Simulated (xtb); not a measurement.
C3H5O (SMILES CC[C]=O), doublet, at a GFN2-xTB geometry; GFN2-xTB run with xtb 6.7.1.

Here is a job for xtb.
```
$ xtb mol.xyz --gfn 2 --uhf 1 --opt --json

# file mol.xyz
9

C     -1.74415870    -0.09615489    -0.20113188
C     -0.28119385    -0.45077827    -0.44746320
C      0.66303993     0.42069438     0.29960162
O      1.82804539     0.32539415     0.52553050
H     -2.39069958    -0.73833031    -0.79414626
H     -1.99575719    -0.22775348     0.84805044
H     -1.93669820     0.93789827    -0.47435288
H     -0.08975183    -1.49732586    -0.18280424
H     -0.03758054    -0.32020926    -1.50703030
```

The log (banner, timings and long lists left out):

```
   ID    Z sym.   atoms
    1    6 C      1-3
    2    8 O      4
    3    1 H      5-9

           -------------------------------------------------
          |                Calculation Setup                |
           -------------------------------------------------

           -------------------------------------------------
          |                 G F N 2 - x T B                 |
           -------------------------------------------------

          ...................................................
          :                      SETUP                      :
          :.................................................:
          :  # basis functions                  21          :
          :  # atomic orbitals                  21          :
          :  # shells                           13          :
          :  # electrons                        23          :
          :  max. iterations                   250          :
          :  Hamiltonian                  GFN2-xTB          :
          :  restarted?                      false          :
          :  GBSA solvation                  false          :
          :  PC potential                    false          :
          :  electronic temp.          300.0000000     K    :
          :  accuracy                    1.0000000          :
          :  -> integral cutoff          0.2500000E+02      :
          :  -> integral neglect         0.1000000E-07      :
          :  -> SCF convergence          0.1000000E-05 Eh   :
          :  -> wf. convergence          0.1000000E-03 e    :
          :  Broyden damping             0.4000000          :
          :  net charge                          0          :
          :  unpaired electrons                  1          :
          ...................................................

 iter      E             dE          RMSdq      gap      omega  full diag
   1    -13.0855947 -0.130856E+02  0.409E+00    1.51       0.0  T
   2    -13.0965743 -0.109796E-01  0.218E+00    1.44       1.0  T
   3    -13.0943904  0.218390E-02  0.128E+00    1.44       1.0  T
   4    -13.0994009 -0.501056E-02  0.184E-01    1.40       1.0  T
   5    -13.0994724 -0.714563E-04  0.930E-02    1.40       1.0  T
   6    -13.0994902 -0.178060E-04  0.252E-02    1.40       1.3  T
   7    -13.0994905 -0.262154E-06  0.938E-03    1.40       3.6  T
   8    -13.0994906 -0.104958E-06  0.185E-03    1.40      18.0  T
   9    -13.0994906  0.410531E-08  0.105E-03    1.40      31.6  T
  10    -13.0994906 -0.794534E-08  0.211E-04    1.40     157.8  T
  11    -13.0994906 -0.254396E-09  0.253E-05    1.40    1316.5  T

   *** convergence criteria satisfied after 11 iterations ***

         :::::::::::::::::::::::::::::::::::::::::::::::::::::
         ::                     SUMMARY                     ::
         :::::::::::::::::::::::::::::::::::::::::::::::::::::
         :: total energy             -12.941126280517 Eh    ::
         :: gradient norm              0.000051186969 Eh/a0 ::
         :: HOMO-LUMO gap              1.402591674611 eV    ::
         ::.................................................::
         :: SCC energy               -13.099489885481 Eh    ::
         :: -> isotropic ES            0.014871107813 Eh    ::
         :: -> anisotropic ES          0.001313973115 Eh    ::
         :: -> anisotropic XC          0.005595481814 Eh    ::
         :: -> dispersion             -0.003373611683 Eh    ::
         :: repulsion energy           0.158363604965 Eh    ::
         :: add. restraining           0.000000000000 Eh    ::
         :: total charge              -0.000000000000 e     ::
         :::::::::::::::::::::::::::::::::::::::::::::::::::::

      -----------------------------------------------------------
     |                   =====================                   |
     |                        A N C O P T                        |
     |                   =====================                   |
     |               Approximate Normal Coordinate               |
     |                Rational Function Optimizer                |
      -----------------------------------------------------------
      -----------------------------------------------------------
     |                   =====================                   |
     |                        A N C O P T                        |
     |                   =====================                   |
     |               Approximate Normal Coordinate               |
     |                Rational Function Optimizer                |
      -----------------------------------------------------------

          ...................................................
          :                      SETUP                      :
          :.................................................:
          :   optimization level            normal          :
          :   max. optcycles                   200          :
          :   ANC micro-cycles                  20          :
          :   degrees of freedom                21          :
          :.................................................:
          :   RF solver                   davidson          :
          :   write xtbopt.log                true          :
          :   linear?                        false          :
          :   energy convergence         0.5000000E-05 Eh   :
          :   grad. convergence          0.1000000E-02 Eh/α :
          :   maxmium RF displ.          1.0000000          :
          :   Hlow (freq-cutoff)         0.1000000E-01      :
          :   Hmax (freq-cutoff)         5.0000000          :
          :   S6 in model hess.         20.0000000          :
          ...................................................

generating ANC from exact Hessian ...
Using Lindh-Hessian (1995)
 Shifting diagonal of input Hessian by    0.0000000000000000
 Lowest  eigenvalues of input Hessian
    0.000000    0.000000    0.000000    0.000000    0.000000    0.000000
[...]
 * total energy  :   -12.9411263 Eh     change       -0.2104983E-11 Eh
   *** GEOMETRY OPTIMIZATION CONVERGED AFTER 1 ITERATIONS ***
[...]

 iter      E             dE          RMSdq      gap      omega  full diag
   1    -13.0994906 -0.130995E+02  0.367E-07    1.40       0.0  T
   2    -13.0994906 -0.355271E-14  0.188E-07    1.40  100000.0  T
   3    -13.0994906 -0.355271E-14  0.106E-07    1.40  100000.0  T

   *** convergence criteria satisfied after 3 iterations ***

         :::::::::::::::::::::::::::::::::::::::::::::::::::::
         ::                     SUMMARY                     ::
         :::::::::::::::::::::::::::::::::::::::::::::::::::::
         :: total energy             -12.941126280519 Eh    ::
         :: gradient norm              0.000051231507 Eh/a0 ::
         :: HOMO-LUMO gap              1.402591560298 eV    ::
         ::.................................................::
         :: SCC energy               -13.099489885484 Eh    ::
         :: -> isotropic ES            0.014870839944 Eh    ::
         :: -> anisotropic ES          0.001313983759 Eh    ::
         :: -> anisotropic XC          0.005595476904 Eh    ::
         :: -> dispersion             -0.003373612010 Eh    ::
         :: repulsion energy           0.158363604965 Eh    ::
         :: add. restraining           0.000000000000 Eh    ::
         :: total charge               0.000000000000 e     ::
         :::::::::::::::::::::::::::::::::::::::::::::::::::::

           -------------------------------------------------
          |                Property Printout                |
           -------------------------------------------------

    * Orbital Energies and Occupations

         #    Occupation            Energy/Eh            Energy/eV
      -------------------------------------------------------------
         1        2.0000           -0.7260261             -19.7562
         2        2.0000           -0.6475433             -17.6206
         3        2.0000           -0.6077619             -16.5380
         4        2.0000           -0.5819292             -15.8351
         5        2.0000           -0.5534428             -15.0599
         6        2.0000           -0.5403075             -14.7025
         7        2.0000           -0.5275976             -14.3567
         8        2.0000           -0.5126228             -13.9492
         9        2.0000           -0.4780789             -13.0092
        10        2.0000           -0.4677103             -12.7270
        11        2.0000           -0.4583539             -12.4724
        12        1.0000           -0.3028585              -8.2412 (HOMO)
        13                         -0.2513142              -6.8386 (LUMO)
        14                          0.0919729               2.5027
        15                          0.1229540               3.3457
        16                          0.1441942               3.9237
        17                          0.1672804               4.5519
        18                          0.1903863               5.1807
        19                          0.2473416               6.7305
        20                          0.2614885               7.1155
        21                          0.6622580              18.0210
      -------------------------------------------------------------
                  HL-Gap            0.0515443 Eh            1.4026 eV
             Fermi-level           -0.3288463 Eh           -8.9484 eV

     #   Z          covCN         q      C6AA      α(0)
     1   6 C        3.753    -0.110    22.666     6.789
     2   6 C        3.801    -0.056    21.575     6.613
     3   6 C        1.836     0.128    28.019     8.551
     4   8 O        0.856    -0.254    18.979     5.841
     5   1 H        0.925     0.046     2.375     2.410
     6   1 H        0.925     0.049     2.331     2.388
     7   1 H        0.925     0.051     2.302     2.373
     8   1 H        0.924     0.069     2.094     2.263
     9   1 H        0.924     0.077     2.010     2.217

 Mol. C6AA /au·bohr⁶  :        698.746420
 Mol. C8AA /au·bohr⁸  :      15426.807230
 Mol. α(0) /au        :         39.445404

Wiberg/Mayer (AO) data.
largest (>0.10) Wiberg bond orders for each atom

 ---------------------------------------------------------------------------
     #   Z sym  total        # sym  WBO       # sym  WBO       # sym  WBO
 ---------------------------------------------------------------------------
     1   6 C    3.993 --     2 C    1.013     6 H    0.987     7 H    0.987
                             5 H    0.986
     2   6 C    3.989 --     3 C    1.047     1 C    1.013     8 H    0.940
                             9 H    0.932
     3   6 C    3.285 --     4 O    2.167     2 C    1.047
     4   8 O    2.281 --     3 C    2.167
     5   1 H    0.998 --     1 C    0.986
     6   1 H    0.998 --     1 C    0.987
     7   1 H    0.997 --     1 C    0.987
     8   1 H    0.995 --     2 C    0.940
     9   1 H    0.994 --     2 C    0.932
 ---------------------------------------------------------------------------

Topologies differ in total number of bonds
Writing topology from bond orders to xtbtopo.mol

molecular dipole:
                 x           y           z       tot (Debye)
 q only:       -0.923      -0.223      -0.370
   full:       -0.925      -0.397      -0.489       2.844
molecular quadrupole (traceless):
                xx          xy          yy          xz          yz          zz
 q only:       -2.438      -0.651       1.328      -1.116       0.052       1.110
  q+dip:       -3.675      -0.765       1.875      -1.357      -0.222       1.800
   full:       -3.932      -0.764       1.782      -1.708      -0.578       2.150

optimized geometry written to: xtbopt.xyz

           -------------------------------------------------
          | TOTAL ENERGY              -12.941126280519 Eh   |
          | GRADIENT NORM               0.000051231507 Eh/α |
          | HOMO-LUMO GAP               1.402591560298 eV   |
           -------------------------------------------------

normal termination of xtb
```
